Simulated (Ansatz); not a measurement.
Species: sum formula SiN$_{2}$H$_{3}$Br$_{2}$, net charge 0, doublet state. It need not be the lowest isomer of its formula. 
Geometry from a B3LYP-D3(BJ)/def2-TZVP (Ansatz, a first-principles code) optimisation:
```
Si
N 1 1.6864
H 2 1.0063 1 122.37
H 2 1.0081 3 113.35 1 -158.18
N 1 1.7232 2 108.32 3 163.86
H 5 1.0209 1 115.58 2 -158.25
Br 1 2.2284 2 107.16 3 37.03
Br 1 2.2458 2 115.77 3 -83.11
```
Charge 0, spin multiplicity 2.

Basis-set convergence of Hartree-Fock and CCSD(T) correlation energies (hartree) with Ansatz. Valence correlation only, unless marked. Open shells are spin-unrestricted. Spin-orbit coupling is left out. Frozen are the shells of the preceding noble gas and the d and f shells that filled before the atom's block. Non-relativistic.

| basis | functions | E(HF) | E(corr, CCSD(T)) |
|---|---|---|---|
| def2-SVP | 125 | -5543.71610 | -0.69240 |
| def2-TZVPP | 242 | ? | ? |

Q: Fill in the missing entries.

A: 
- def2-TZVPP, E(HF): -5544.59728
- def2-TZVPP, E(corr, CCSD(T)): -0.90000
